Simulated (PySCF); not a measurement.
1,3-oxasiletane-2,4-dione (C₂H₂O₃Si), SMILES O=C1OC(=O)[SiH2]1.

Geometry optimised at B3LYP-D3(BJ)/def2-SVP.

The numbers are results of HF/def2-TZVP run with PySCF, not measurements.

Symmetry labels are those of the subgroup C2v that the program uses (full group C2v).

Computed valence orbital energies around the gap with their symmetry:
| orbital | symmetry | energy (eV) |
|---|---|---|
| HOMO−7 | B2 | -18.36 |
| HOMO−6 | B1 | -16.94 |
| HOMO−5 | A1 | -16.33 |
| HOMO−4 | A2 | -15.57 |
| HOMO−3 | B2 | -14.95 |
| HOMO−2 | B2 | -13.44 |
| HOMO−1 | A1 | -12.60 |
| HOMO | B1 | -11.70 |
| LUMO | B1 | 1.59 |
| LUMO+1 | B2 | 1.84 |
| LUMO+2 | A1 | 2.85 |
| LUMO+3 | A2 | 3.31 |
